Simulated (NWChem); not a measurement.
System meant: CH4Te; SMILES C[TeH]

Input file for NWChem:

```
start job
memory heap 200 mb stack 900 mb global 1100 mb
geometry units angstroms noautoz
  Te    -0.034366     0.334104     0.001152
  H      1.644232     0.438103    -0.001856
  C     -0.011666    -1.845218     0.000292
  H      0.493936    -2.218680     0.907882
  H      0.482362    -2.218463    -0.913733
  H     -1.070561    -2.163490     0.007119
end
basis spherical
  * library def2-svp
end
ecp
  Te library def2-ecp
end
dft
  odft
  mult 2
  xc xpbe96 cpbe96
  iterations 150
  mulliken
end
task dft energy
```

End of the output:

```
 Summary of "ao basis" -> "" (spherical)
 ------------------------------------------------------------------------------
       Tag                 Description            Shells   Functions and Types
 ---------------- ------------------------------  ------  ---------------------
 *                          def2-svp                  on all atoms

 Summary of "ao basis" -> "ao basis" (spherical)
 ------------------------------------------------------------------------------
       Tag                 Description            Shells   Functions and Types
 ---------------- ------------------------------  ------  ---------------------
 Te                         def2-svp                10       26   4s4p2d
 H                          def2-svp                 3        5   2s1p
 C                          def2-svp                 6       14   3s2p1d

 Summary of "ao basis" -> "ao basis" (spherical)
 ------------------------------------------------------------------------------
       Tag                 Description            Shells   Functions and Types
 ---------------- ------------------------------  ------  ---------------------
 Te                         def2-svp                10       26   4s4p2d
 H                          def2-svp                 3        5   2s1p
 C                          def2-svp                 6       14   3s2p1d

  number of electrons :                   34
  multiplicity        :                    2
 ------------------------------------------------------------------------
  no. of electrons and multiplicity not compatible                  34
 ------------------------------------------------------------------------
 ------------------------------------------------------------------------
  current input line :
    24: task dft energy
 ------------------------------------------------------------------------
 ------------------------------------------------------------------------
 There is an error in the input file
 ------------------------------------------------------------------------
 For more information see the NWChem manual at https://nwchemgit.github.io

0: no. of electrons and multiplicity not compatible:Received an Error in Communication
```

Q: Can this run be used? If not, why, and what is the fix?

A: The program refused the input. Cause: the multiplicity doesn't fit the number of electrons (an even count wants an odd multiplicity, and the reverse). This input runs:
```
start job
memory heap 200 mb stack 900 mb global 1100 mb
geometry units angstroms noautoz
  Te    -0.034366     0.334104     0.001152
  H      1.644232     0.438103    -0.001856
  C     -0.011666    -1.845218     0.000292
  H      0.493936    -2.218680     0.907882
  H      0.482362    -2.218463    -0.913733
  H     -1.070561    -2.163490     0.007119
end
basis spherical
  * library def2-svp
end
ecp
  Te library def2-ecp
end
dft
  xc xpbe96 cpbe96
  iterations 150
  mulliken
end
task dft energy
```
It converges to -308.41174 Ha (PBE/def2-SVP with def2 effective core potentials on Te).
